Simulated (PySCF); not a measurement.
Job file and geometry (Å, from GFN2-xTB) of an NMR shielding run on SMILES COCO[C@H]1CCS1(=O)=O, C₅H₁₀O₄S, PySCF 2.14.0, density-fitted response routines, GIAO PBE0/pcSseg-1 NMR shielding, non-relativistic, gas phase; density fitting, a coarse starting grid and PySCF grid level 2 are the driver's defaults:

```
{"job": {"kind": "nmr", "xc": "PBE0", "basis": "pcSseg-1"}, "charge": 0, "multiplicity": 1}
C      3.098084    -0.509141     0.746049
O      1.980164    -1.343278     0.504678
C      1.187536    -0.923548    -0.552113
O      0.479896     0.265910    -0.273371
C     -0.492630     0.119407     0.704451
C     -1.283382     1.414316     0.909146
C     -2.476986     1.155102    -0.010612
S     -2.040092    -0.630421    -0.013032
O     -1.889315    -1.203123    -1.321120
O     -2.803994    -1.365091     0.955501
H      3.632379    -0.950004     1.583838
H      3.749772    -0.474488    -0.133445
H      2.786919     0.508470     0.999253
H      0.489223    -1.741072    -0.765202
H      1.786017    -0.685875    -1.443113
H     -0.112814    -0.374392     1.603211
H     -1.595656     1.507270     1.947352
H     -0.695019     2.285575     0.624599
H     -2.353763     1.559711    -1.008298
H     -3.451487     1.395349     0.396770
```

Question: Write the output of this run.

Answer: 
```
coarse grid: 17600 points
cycle   1  E = -894.3687302007  dE =  2.266e+00  |g| = 1.293e+00  |ddm| = 4.209e+00
cycle   2  E = -893.5895471886  dE =  7.792e-01  |g| = 2.422e+00  |ddm| = 2.950e+00
cycle   3  E = -894.6537620750  dE = -1.064e+00  |g| = 2.706e-01  |ddm| = 2.204e+00
cycle   4  E = -894.6674014610  dE = -1.364e-02  |g| = 1.152e-01  |ddm| = 3.197e-01
cycle   5  E = -894.6698540238  dE = -2.453e-03  |g| = 2.439e-02  |ddm| = 8.679e-02
cycle   6  E = -894.6699571235  dE = -1.031e-04  |g| = 9.475e-03  |ddm| = 2.563e-02
cycle   7  E = -894.6699716040  dE = -1.448e-05  |g| = 3.595e-03  |ddm| = 8.398e-03
cycle   8  E = -894.6699739273  dE = -2.323e-06  |g| = 7.382e-04  |ddm| = 3.255e-03
final grid: 166344 points
cycle   9  E = -894.7748380164  dE = -2.947e-05  |g| = 1.698e-02  |ddm| = 3.310e-02
cycle  10  E = -894.7747617114  dE =  7.630e-05  |g| = 2.618e-02  |ddm| = 2.992e-02
cycle  11  E = -894.7748910448  dE = -1.293e-04  |g| = 3.371e-03  |ddm| = 2.010e-02
cycle  12  E = -894.7748931334  dE = -2.089e-06  |g| = 3.994e-04  |ddm| = 2.502e-03
cycle  13  E = -894.7748931549  dE = -2.154e-08  |g| = 2.012e-04  |ddm| = 4.478e-04
cycle  14  E = -894.7748931622  dE = -7.353e-09  |g| = 6.435e-05  |ddm| = 1.964e-04
cycle  15  E = -894.7748931629  dE = -6.517e-10  |g| = 2.573e-05  |ddm| = 6.653e-05
converged SCF energy = -894.7748931629

GIAO shielding tensors (ppm)
atom      isotropic    diamagn.    paramagn.     s11        s22        s33       span
  0 C      128.911     244.986    -116.075     91.945    111.423    183.365     91.420
  1 O      288.335     397.685    -109.350    229.985    309.892    325.129     95.144
  2 C       87.080     246.187    -159.107     61.173     89.495    110.572     49.399
  3 O      230.407     401.931    -171.524    194.090    227.350    269.783     75.693
  4 C       76.205     251.879    -175.675     35.634     75.306    117.674     82.040
  5 C      167.453     250.621     -83.168    150.582    170.489    181.289     30.707
  6 C      116.696     260.786    -144.091     66.541    107.671    175.876    109.335
  7 S      183.959    1050.977    -867.018     56.701    144.909    350.267    293.566
  8 O       86.754     401.252    -314.498     59.443     82.287    118.532     59.089
  9 O      117.514     398.008    -280.494     80.674    106.132    165.737     85.063
 10 H       27.957      28.041      -0.084     24.072     25.613     34.187     10.115
 11 H       28.587      28.265       0.322     24.891     26.108     34.762      9.870
 12 H       27.943      31.310      -3.367     23.177     27.261     33.392     10.215
 13 H       26.178      32.093      -5.915     19.844     28.007     30.682     10.838
 14 H       26.934      31.855      -4.921     22.141     27.279     31.382      9.240
 15 H       26.027      33.924      -7.897     21.896     26.562     29.623      7.726
 16 H       29.420      30.671      -1.251     25.677     26.852     35.732     10.055
 17 H       29.721      31.010      -1.289     26.169     27.717     35.275      9.106
 18 H       27.698      31.641      -3.943     24.879     26.323     31.893      7.014
 19 H       27.931      28.597      -0.665     24.460     26.413     32.920      8.460
```

Question: Turn these shieldings into chemical shifts. Referencing at the same level of theory: ¹³C (σ = 186.93 ppm) and ¹H (σ = 31.72 ppm) vs TMS; ¹⁷O (σ = 336.08 ppm) vs H2O; ³³S (σ = 503.73 ppm) vs CS2.

Answer: Averaging equivalent atoms: C 4: 110.7; C 2: 99.8; C 6: 70.2; C 0: 58.0; C 5: 19.5; O 8: 249.3; O 9: 218.6; O 3: 105.7; O 1: 47.7; S 7: 320; H 15: 5.69; H 13: 5.54; H 14: 4.78; H 18: 4.02; H 19: 3.79; H 10/11/12: 3.55; H 16: 2.30; H 17: 2.00 ppm. Experimental scales use liquid or dissolved standards, which lie at an offset from isolated H2O (liquid H2O: subtract about 36 ppm).

Size and cost of the density-fitted run: 227 basis functions, 76 s wall time on 1 thread of an x86-64 server CPU, shared host.
